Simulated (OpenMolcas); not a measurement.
Ta2+ in a point-charge field

Ta2+ among 4 point charges of -0.98 e arranged as a tetrahedron (Td), 2.23 Å from the ion.

```
Program             : OpenMolcas
Method              : SS-CASPT2, IPEA 0.25 Eh, imaginary shift 0.1 Eh (closed shells correlated: 4f 5s 5p)
Basis               : ANO-RCC-VDZP [7s6p4d2f1g]
Scalar Hamiltonian  : DKH2, point nucleus
Active space        : 3 electrons in 5 orbitals (5d)
State averaging     : 2S+1 = 4 even, 10 roots; 2S+1 = 2 even, 40 roots
Spin-orbit coupling : RASSI with atomic mean-field integrals over the reference wave functions
```

The lowest spin-free states (labels of Td), above the lowest:

```csv
State,Degeneracy,E (cm-1),Free-ion L (%)
4T1,3,0,F (99)
4T2,3,1930,F (100)
4A2,1,4700,F (100)
2E,2,8310,G (55)
4T1,3,9360,P (99)
2T2,3,9610,G (88)
2T1,3,9680,G (68)
2T1,3,9920,P (64)
2A1,1,10140,G (100)
2T2,3,13270,H (72)
2T1,3,13550,H (67)
2E,2,13830,H (63)
2T2,3,14820,D (73)
2T1,3,14910,H (67)
2E,2,15050,D (51)
2A2,1,20010,F (100)
2T2,3,20080,F (97)
2T1,3,20090,F (96)
2T2,3,31240,D (98)
2E,2,31540,D (100)
```

The lowest levels with spin-orbit coupling:

| E (cm-1) | Degeneracy | Label | 2S+1 | g |
| --- | --- | --- | --- | --- |
| 0 | 4 | Γ8 | 4 |  |
| 2010 | 2 | Γ7 | 4 | 1.98 1.98 1.98 |
| 2990 | 4 | Γ8 | 4 |  |
| 5000 | 2 | Γ6 | 4 | 0.27 0.27 0.27 |
| 5170 | 4 | Γ8 | 4 |  |
| 5340 | 2 | Γ7 | 4 | 3.84 3.84 3.84 |
| 6660 | 2 | Γ6 | 4 (86 %) | 2.10 2.10 2.10 |
| 7090 | 4 | Γ8 | 4 (79 %) |  |
| 8950 | 4 | Γ8 | 4 (67 %) |  |
| 9270 | 4 | Γ8 | 4 (54 %) |  |
| 10080 | 2 | Γ6 | 4 (55 %) | 2.11 2.11 2.11 |
| 12120 | 4 | Γ8 | 2 (72 %) |  |
| 12670 | 2 | Γ7 | 2 | 2.40 2.40 2.40 |
| 12740 | 2 | Γ6 | 2 (84 %) | 0.23 0.23 0.23 |
| 13090 | 4 |  | 2 (82 %) |  |
| 13440 | 2 | Γ6 | 2 (76 %) | 1.24 1.24 1.24 |
| 13990 | 2 | Γ7 | 4 | 2.48 2.48 2.48 |
| 14030 | 4 | Γ8 | 4 |  |
| 15000 | 4 |  | 2 (86 %) |  |
| 15640 | 2 | Γ6 | 2 (80 %) | 1.01 1.01 1.01 |

Powder χT (cm3 K/mol): 0.0847 at 2 K, 0.0864 at 10 K, 0.0949 at 50 K, 0.106 at 100 K, 0.127 at 200 K, 0.148 at 300 K. The effective moment at 300 K is 2.828 √(χT) = 1.09 μB.

The lowest level has 2S+1 = 4, for which the spin-only value is χT = S(S+1) / 2 = 1.875 cm3 K/mol (g = 2). The computed 0.148 at 300 K differs by -1.727, through orbital momentum, spin-orbit coupling and any other state in reach. With a threefold ground state the orbital momentum is unquenched, so the spin-only value is not expected to hold.

Roots that are degenerate in the reference are averaged as groups; the widest CASPT2 spread within a group is 250 cm-1 (the 3-fold group of multiplicity 2 near 20100 cm-1 above the lowest state of its run). Shifts and gaps below about the spread of the groups concerned are not significant. Spin-orbit coupling mixes the spin-free states strongly: the lowest level takes only 63 % from its leading state, 4T1. Point charges give a weaker field than real ligands, and real ions of this kind are as a rule low spin; the high spin found here belongs to the model. The ground term spreads over less than 5000 cm-1, several times less than with real ligands, so orbital moments are less quenched and χT lies further from the spin-only value than at real sites. Free-ion shares, where given, are those of the reference states; single-state CASPT2 does not remix them. Point charges carry no covalency, so the field is a model and not that of real ligands. No measured value stands beside these numbers.
